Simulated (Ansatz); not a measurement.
Reactions of C2H4ClN, SMILES `CN=CCl`.

Isolated molecules relaxed with PBE0-D4/def2-TZVP in Ansatz; ΔE leaves out vibrations. CCSD(T)/CBS is the MP2 limit (def2-TZVPP, def2-QZVPP) plus CCSD(T) − MP2 in def2-TZVPP, frozen cores. This one scheme is used for every species. Double bonds are as drawn, so ΔE can hold a change between cis and trans. Each species was taken in one conformer, which may not be the lowest.

Order these by ΔE at CCSD(T)/CBS, lowest first. (An estimate is asked.)
A. `C/N=C/Cl` + `N[SiH3]` → `C/N=C/N[SiH3]` + HCl
B. `C/N=C/Cl` + `N=C(O)O` → `CN=C(O)O` + `N=CCl`
C. `C/N=C/Cl` + `CC(Cl)Cl` → `CC(C)(Cl)Cl` + `N=CCl`

A (-0.50 eV), C (-0.37 eV), B (+0.10 eV).

Largest T1 diagnostic: 0.013, for `N=C(O)O`.
